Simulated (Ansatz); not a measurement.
Born–Oppenheimer molecular dynamics of CH$_{7}$NOSi (11 atoms, charge 0, multiplicity 1). It starts from a relaxed structure.

Computed with RKS B3LYP/def2-SVP in Ansatz 0.2.0.

```json
{
 "ensemble": "NVT, Langevin thermostat",
 "time step": "0.5 fs",
 "steps asked": "250",
 "set temperature": "500 K",
 "friction": "0.001 /fs",
 "seed": "768485"
}
```

First frame:

```xyz
11
Properties=species:S:1:pos:R:3
Si 0.025 -0.108 -0.189
H -0.277 -0.011 1.271
N 1.730 -0.054 -0.397
H 2.138 -0.311 -1.290
H 2.273 0.681 0.047
O -0.749 1.153 -0.972
C -2.128 1.420 -0.920
H -2.494 1.540 0.119
H -2.331 2.360 -1.458
H -2.727 0.621 -1.399
H -0.459 -1.406 -0.747
```

Task: How far do the bonds stretch over the last three quarters of this one trajectory? (Pairs bonded in most of those frames.)

Result: 
```
   bond  mean (Å)  spread (Å)  shortest  longest
 Si1–H2     1.493       0.018      1.46     1.53
 Si1–N3     1.727       0.049      1.63     1.80
 Si1–O6     1.690       0.047      1.60     1.76
Si1–H11     1.494       0.007      1.48     1.51
  N3–H4     1.017       0.011      1.00     1.04
  N3–H5     1.017       0.021      0.98     1.05
  O6–C7     1.416       0.029      1.36     1.46
  C7–H8     1.109       0.020      1.07     1.15
  C7–H9     1.103       0.011      1.08     1.12
 C7–H10     1.109       0.013      1.08     1.14
```

Mean temperature of the second half: 307 K. The mean temperature of the second half is 39 % below the set value. A run of 0.12 ps of so small a system gives no equilibrium averages.

Run time: 6.9 min on 2 threads of Arm Neoverse V2, on a shared host, peak memory 0.18 GiB.
